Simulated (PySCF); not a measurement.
## SMILES [C-]#[N+][SiH2][SiH2]O, CH5NOSi2

Cartesian coordinates in Å; atom numbers follow the order of the lines, from 1:
```xyz
10

C     2.5800   -2.4354   -0.7665
N     2.0827   -1.5107   -0.2299
Si    1.2548   -0.1374    0.4992
Si   -0.7085    0.1526   -0.7406
O    -1.4725    1.4541   -0.0285
H     1.0017   -0.4824    1.9260
H     2.1788    1.0282    0.4170
H    -0.3625    0.4061   -2.1746
H    -1.5289   -1.0978   -0.6775
H    -2.3080    1.7434   -0.4074
```

Computed with PySCF 2.14.0, quadratic response LC-wPBE/aug-cc-pVDZ first hyperpolarisability, Taylor convention, gas phase. Geometry: PBE0-D3(BJ)/def2-SVP.

(1) Give β for the processes computed.

(2) Which lowest excitations, dipole and polarisabilities go with it?

## Answers

(1) In au, Taylor convention; the vector part is βᵢ = ⅓ Σⱼ (βᵢⱼⱼ + βⱼᵢⱼ + βⱼⱼᵢ); β∥ is 3/5 of the vector part along the dipole, the dipole points from − to +:
```tsv
process	λ (nm)	β vector norm	β∥	β HRS	depolarisation ratio
static β(0;0,0)	∞	143.6	78.8	54.7	7.04
second harmonic β(−2ω;ω,ω)	1064	161.2	88.8	61.5	6.81
Pockels β(−ω;ω,0)	1064	149.1	82.0	–	–
second harmonic β(−2ω;ω,ω)	800	176.9	97.8	67.7	6.64
Pockels β(−ω;ω,0)	800	153.6	84.5	–	–
```

(2) S1 6.69 eV (f = 0.033); S2 7.12 eV (f = 0.000); S3 7.42 eV (f = 0.034); dipole 3.88 D; isotropic α 74.6 au static, 75.3 au at 1064 nm, 75.9 au at 800 nm, 77.8 au at 532 nm, 80.5 au at 400 nm.
